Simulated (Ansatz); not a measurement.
`NC#C[O][GeH3]`, charge 0, multiplicity 1.

Problem. Give a relaxed structure at PBE0-D4/def2-TZVP (Ansatz). (Best estimate.)

Solution. Computed: 
```xyz
10

N     1.475    0.856    2.174
C     0.521    0.661    1.232
C    -0.375    0.549    0.438
O    -1.353    0.438   -0.413
Ge   -1.101   -0.749   -1.765
H     2.332    1.258    1.825
H     1.658    0.053    2.757
H     0.135   -0.289   -2.547
H    -0.895   -2.128   -1.126
H    -2.397   -0.649   -2.575
```
Point group Cs.
This is one stationary point; other conformers may exist.
